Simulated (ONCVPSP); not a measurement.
**Before and after: ONCV potential for lithium**

ONCVPSP 4.0.1 input, shortened (lines: element, Z, core and valence counts, functional; n l f; lmax; l rc ep ncon nbas qcut; lloc lpopt rc5 dvloc0; l nproj debl; icmod fcfact rcfact), PBE, scalar-relativistic:

```
  Li 3.00    0    2        4      upf
    1    0    2.00
    2    0    1.00
    1
    0    1.15    0.00    4    8   10.80
    1    1.10    0.05    4    8    7.20
    4    5    1.05    0.00
    0    2    1.40
    1    2    3.60
    0    0.00    0.00
```

Change: all radii scaled by about 1.16 (s 1.32, p 1.28 bohr); local potential polynomial inside 1.22 bohr (lpopt 5, dvloc0 0 Ha).

Cutoffs: the cutoffs (Ha) at which the residual kinetic energy of the hardest occupied pseudo-wave falls to 1 and 0.1 mHa per electron; they do not see the model core or the augmentation charge, which bear on the density cutoff. Errors are all-electron minus pseudo energies relative to the spin-unpolarised reference configuration.

Task: How do hardness, ghosts and transferability respond?

Result: The potential gets softer (41 Ha and 48 Ha → 36 Ha and 43 Ha); of the 4 tests that both files solve, the error grows in 1 and shrinks in 0 by more than 15 % and 0.3 meV (median size 0.4 → 0.4 meV); neither file shows a bound ghost. A larger radius leaves more room for a smooth pseudo-wave, so fewer plane waves are needed.

| quantity | base | changed |
| --- | --- | --- |
| cutoff, loose | 41 Ha | 36 Ha |
| cutoff, tight | 48 Ha | 43 Ha |
| bound ghosts | none | none |
| GHOST(+) flags under 300 eV | none | none |
| error for 1s2 2s0, meV [ΔE 5.30 eV] | +0.3 | +0.3 |
| error for 1s2 2s0.5, meV [ΔE 2.05 eV] | 0.0 | +0.1 |
| error for 1s2 2s0 2p1, meV [ΔE 1.79 eV] | +0.4 | +0.5 |
| error for 1s1 2s1, meV [ΔE 68.41 eV] | +841 | +1118 |
